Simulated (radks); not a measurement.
Values are calculated unless marked as measured or tabulated.
All-electron atom: Xe V in [Kr] 4d10 5s2 5p2.

Level of theory: scalar-relativistic Kohn-Sham, MS2 meta-GGA, spin-unpolarised, spherical densities, finite nucleus; meta-GGA in the generalised Kohn-Sham scheme; Fermi nuclear charge, rms radius 4.7859 fm (a radial shooting solver on a logarithmic mesh with Libxc functionals).

Energy parts (eV):
| part | energy |
|---|---|
| total | -202532.029 |
| kinetic | 212989.010 |
| electron-nucleus | -487855.204 |
| Hartree | 77361.712 |
| exchange-correlation | -5027.547 |

Orbitals (lengths in bohr, moments of r in powers of bohr; r(max) is where P^2 peaks):
| orbital | occ. | eigenvalue (eV) | r(max) |
|---|---|---|---|
| 1s | 2 | -34453.62 | 0.01715 |
| 2s | 2 | -5409.409 | 0.09683 |
| 2p | 6 | -4853.532 | 0.07785 |
| 3s | 2 | -1149.367 | 0.2783 |
| 3p | 6 | -968.6547 | 0.2726 |
| 3d | 10 | -702.4983 | 0.2263 |
| 4s | 2 | -247.7334 | 0.6617 |
| 4p | 6 | -190.2771 | 0.6936 |
| 4d | 10 | -106.4702 | 0.7464 |
| 4f | 0 | -26.2888 | 1.081 |
| 5s | 2 | -61.6194 | 1.569 |
| 5p | 2 | -47.7545 | 1.763 |
| 5d | 0 | -29.3013 | 2.241 |
| 6s | 0 | -25.1917 | 3.395 |

The highest occupied level is 5p at -47.754 eV. The density falls to 0.001 e/bohr^3 at r = 3.43 bohr. The electron density at the nucleus is 2.806e+05 e/bohr^3 (large components only). For comparison, the ionisation energy in NIST's Atomic Spectra Database is 54.1 eV (semi-empirical). In exact Kohn-Sham theory the highest level is minus the ionisation energy, but local and semilocal functionals leave it too shallow, through self-interaction and a potential that decays too fast; potentials with the right tail come closer. Summed over all electrons, <r^2> = 30.85 bohr^2, which gives a Langevin (diamagnetic) susceptibility term of -24.4 x 10^-6 cm^3/mol.

Beside tabulated values, note that spin-unpolarised runs miss the spin-polarisation part of the exchange energy of open shells.
